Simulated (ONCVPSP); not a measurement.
## F (Z = 9): excitation energies, all-electron against ONCV

| Quantity | Value |
| --- | --- |
| Element | fluorine |
| Generator | ONCVPSP 4.0.1 |
| Type | optimised norm-conserving Vanderbilt (ONCV) |
| Functional | PBE |
| Relativity | scalar-relativistic |
| Frozen core | [He] |
| Valence charge | 7 |
| Reference configuration | 2s2 2p3 (charge +2) |
| Partial waves | 2s: rc 0.75 bohr, ncon 4, nbas 7, qcut 11.2 1/bohr, local; 2p: rc 1.70 bohr, ncon 4, nbas 7, qcut 6.8 1/bohr, 2 projectors, debl 3.3 Ha; d scattering state at 0.28 Ha: rc 1.80 bohr, ncon 4, nbas 9, qcut 6.2 1/bohr, 2 projectors, debl 0.9 Ha |
| Local potential | the s channel |
| Core correction | Teter function, fcfact 5.5, rcfact 1.05 |

Energies are relative to the spin-unpolarised reference configuration 2s2 2p3; without spin polarisation the order of configurations can differ from experiment.

```json
{"valence configuration": "2s2 2p5", "charge": "0", "ΔE all-electron (eV)": "-57.775", "error AE − PS (meV)": "+936"}
{"valence configuration": "2s2 2p4", "charge": "+1", "ΔE all-electron (eV)": "-38.385", "error AE − PS (meV)": "+359"}
{"valence configuration": "2s2 2p4.5", "charge": "+0.5", "ΔE all-electron (eV)": "-50.231", "error AE − PS (meV)": "+659"}
```

(1) What are ΔE and the potential's error for 2s2 2p2?

Levels in the configuration 2s2 2p4:

```csv
level,all-electron (eV),pseudo (eV)
2s,-47.388,-47.452
2p,-28.309,-28.886
```

Results:

(1) ΔE = 60.637 eV all-electron; the error (AE − PS) is +664 meV.
